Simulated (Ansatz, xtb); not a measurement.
Isomers of C5H8OSi in order of energy

3 gas-phase structures of C5H8OSi, from a drawn sample of its isomers (lower ones may exist). Each was relaxed with GFN2-xTB; where two conformers were screened, the lower at r2SCAN-D4/def2-SVP is listed:

A. `COC1=CC=C[SiH2]1`, a singlet
B. `CO[SiH]1C=CC=C1`, a singlet
C. `COC1=C[SiH2]C=C1`, a singlet

Problem. Which do you expect lowest at r2SCAN-D4/def2-SVP, and how would the others follow?

Solution. Calculated order at r2SCAN-D4/def2-SVP: B (0.000), C (0.815), A (1.075) eV.

Energies above the lowest of each column, in eV; the last columns are at B3LYP/def2-SVP geometries:

```json
{"structure": "B", "GFN2-xTB": "0.000", "HF/STO-3G": "0.000", "r2SCAN-D4/def2-SVP": "0.000", "B3LYP/def2-SVP": "0.000", "CCSD(T)/def2-SVP + ΔMP2/def2-TZVPP": "0.000"}
{"structure": "C", "GFN2-xTB": "0.813", "HF/STO-3G": "0.281", "r2SCAN-D4/def2-SVP": "0.815", "B3LYP/def2-SVP": "0.936", "CCSD(T)/def2-SVP + ΔMP2/def2-TZVPP": "1.196"}
{"structure": "A", "GFN2-xTB": "0.886", "HF/STO-3G": "0.364", "r2SCAN-D4/def2-SVP": "1.075", "B3LYP/def2-SVP": "1.176", "CCSD(T)/def2-SVP + ΔMP2/def2-TZVPP": "1.497"}
```

Every level run on B puts it lowest or level with the lowest. Flexible structures stand in one conformer each, not always the lowest. The ΔMP2 step shifts differences by up to 0.217 eV, which makes them less sure. ΔMP2 is the change of the MP2 energy from the smaller to the larger basis.

Programs: Ansatz 0.2.0, xtb 6.7.1.
